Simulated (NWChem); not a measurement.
System: CdClF; SMILES [F][Cd][Cl]

Parts of the log:

```
             Northwest Computational Chemistry Package (NWChem) 7.3.0
             --------------------------------------------------------

                             Geometry "geometry" -> ""
                             -------------------------

 Output coordinates in angstroms (scale by  1.889725989 to convert to a.u.)

  No.       Tag          Charge          X              Y              Z
 ---- ---------------- ---------- -------------- -------------- --------------
    1 Cd                  48.0000     0.45191700    -0.10965500     0.00000000
    2 F                    9.0000     0.97996700    -1.96100200     0.00000000
    3 Cl                  17.0000    -0.17037800     2.07133900     0.00000000

 Effective nuclear repulsion energy (a.u.)     328.4416196241

                                 NWChem DFT Module
                                 -----------------

 Summary of "ao basis" -> "ao basis" (spherical)
 ------------------------------------------------------------------------------
       Tag                 Description            Shells   Functions and Types
 ---------------- ------------------------------  ------  ---------------------
 Cd                        def2-svpd                12       34   5s4p2d1f
 F                         def2-svpd                 9       23   4s3p2d
 Cl                        def2-svpd                11       27   5s4p2d

            General Information
            -------------------
          SCF calculation type: DFT
          Wavefunction type:  closed shell.
          No. of atoms     :     3
          No. of electrons :    46
           Alpha electrons :    23
            Beta electrons :    23
          Charge           :     0
          Spin multiplicity:     1
          Use of symmetry is: off; symmetry adaption is: off
          Maximum number of iterations: 150
          AO basis - number of functions:    84
                     number of shells:    32
          Convergence on energy requested:  1.00D-06
          Convergence on density requested:  1.00D-05
          Convergence on gradient requested:  5.00D-04

              XC Information
              --------------
                         B3LYP Method XC Potential
                     Hartree-Fock (Exact) Exchange  0.200
                        Slater Exchange Functional  0.800 local
                    Becke 1988 Exchange Functional  0.720 non-local
              Lee-Yang-Parr Correlation Functional  0.810
                  VWN I RPA Correlation Functional  0.190 local

             Grid Information
             ----------------
          Grid used for XC integration:  medium
          Radial quadrature: Mura-Knowles
          Angular quadrature: Lebedev.
          Tag              B.-S. Rad. Rad. Pts. Rad. Cut. Ang. Pts.
          ---              ---------- --------- --------- ---------
          Cd                  1.55      123          11.0       590
          F                   0.50       49          13.0       434
          Cl                  1.00       88          12.0       590
          Grid pruning is: on
          Number of quadrature shells:   260
          Spatial weights used:  Erf1

      Superposition of Atomic Density Guess
      -------------------------------------

 Sum of atomic energies:        -750.60025044

      Non-variational initial energy
      ------------------------------

 Total energy =    -725.537020
 1-e energy   =   -1366.565015
 2-e energy   =     492.914113
 HOMO         =      -0.445559
 LUMO         =      -0.102119

   convergence    iter        energy       DeltaE   RMS-Dens  Diis-err
 ---------------- ----- ----------------- --------- --------- ---------
 d= 0,ls=0.0,diis     1   -727.5985320321 -8.76D+02  2.41D-02  7.74D-01
 d= 0,ls=0.0,diis     2   -727.1583202395  4.40D-01  1.43D-02  5.75D+00
 d= 0,ls=0.0,diis     3   -727.6898663651 -5.32D-01  3.93D-03  4.06D-02
 d= 0,ls=0.0,diis     4   -727.6925126704 -2.65D-03  1.71D-03  2.75D-02
 d= 0,ls=0.0,diis     5   -727.6964043383 -3.89D-03  1.59D-04  2.95D-04
  Resetting Diis
 d= 0,ls=0.0,diis     6   -727.6964354961 -3.12D-05  4.19D-05  1.47D-05
 d= 0,ls=0.0,diis     7   -727.6964369536 -1.46D-06  1.06D-05  6.63D-07
 d= 0,ls=0.0,diis     8   -727.6964369745 -2.09D-08  5.60D-06  4.12D-07

         Total DFT energy =     -727.696436974540
      One electron energy =    -1366.856328589596
           Coulomb energy =      545.286055716368
    Exchange-Corr. energy =      -54.240045964906
 Nuclear repulsion energy =      148.113881863594

 Numeric. integr. density =       45.999992253527

                       DFT Final Molecular Orbital Analysis
                       ------------------------------------

 Vector   21  Occ=2.000000D+00  E=-3.744219D-01
              MO Center=  9.1D-01, -1.7D+00, -1.2D-05, r^2= 1.3D+00
   Bfn.  Coefficient  Atom+Function         Bfn.  Coefficient  Atom+Function
  ----- ------------  ---------------      ----- ------------  ---------------
    41      0.550555  2 F  pz                44     -0.364649  2 F  pz
    39     -0.302691  2 F  px                42      0.200482  2 F  px
    19     -0.129199  1 Cd d -1              47     -0.106964  2 F  pz
    71     -0.095142  3 Cl pz                40     -0.086314  2 F  py
    68     -0.073874  3 Cl pz                18      0.065260  1 Cd d -2

[...]

 DFT Linear Response polarizability / au
 Frequency  =       0.0773000 / au
 Wavelength =     589.4353558 / nm
              X              Y              Z
 -----------------------------------------------
 X      35.9239378     -7.5674725     -0.0000005
 Y      -7.5674973     60.2895622      0.0000006
 Z      -0.0000005      0.0000006     33.7649313
 -----------------------------------------------
 Eigenvalues =      33.7649386     62.4485614     33.7649313
 Isotropic   =      43.3261438
 Anisotropic =      28.6836264
 -----------------------------------------------

 Magnetic Dipole Response Matrix (nonzero elements):

 Exiting AOResponse driver routine
```

Level: B3LYP/def2-SVPD with def2 effective core potentials on Cd. All runs use the structure optimised with PBE0/def2-SVP. def2 effective core potentials on Cd; no spin-orbit coupling.

Q: Which NWChem input produces such a log?

A: This is not unique; one that fits is the input that was run:
```
start job
memory heap 200 mb stack 900 mb global 1100 mb
geometry units angstroms noautosym nocenter noautoz
  Cd     0.451917    -0.109655     0.000000
  F      0.979967    -1.961002     0.000000
  Cl    -0.170378     2.071339     0.000000
end
basis spherical
  Cd library def2-svpd
  F library def2-svpd
  Cl library def2-svpd
end
ecp
  Cd library def2-ecp
end
dft
  xc b3lyp
  iterations 150
end
property
  response 1 0.0773
end
task dft property
```
